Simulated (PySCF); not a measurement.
## How methods differ on the fine-structure interval of Si⁵⁺

Si⁵⁺ [He] 2s2 2p5 [2p1/2^2 2p3/2^3, M_J = 3/2] → Si⁵⁺ [He] 2s2 2p5 [2p1/2^1 2p3/2^4, M_J = 1/2], as a difference of total energies. All numbers are calculated (PySCF 2.14, the two-component X2C-1e Hamiltonian, in an uncontracted even-tempered set (19 s from 0.45 bohr⁻², ratio 2.4; 12 p from 0.58 bohr⁻², ratio 2.4; 5 d from 4.7 bohr⁻², ratio 2.6; 5 f from 7 bohr⁻², ratio 2.6)). Correlated levels: nothing frozen; the 36 highest virtual spinors dropped. "Screened" scales the spin-orbit matrix elements by Boettger's factors to mimic the two-electron term; Breit and QED terms are absent.

```tsv
method	fine-structure interval (cm⁻¹)
GHF (screened spin-orbit)	4932.4
GMP2 (screened spin-orbit)	5461.9
GHF (bare spin-orbit)	5832.3
```
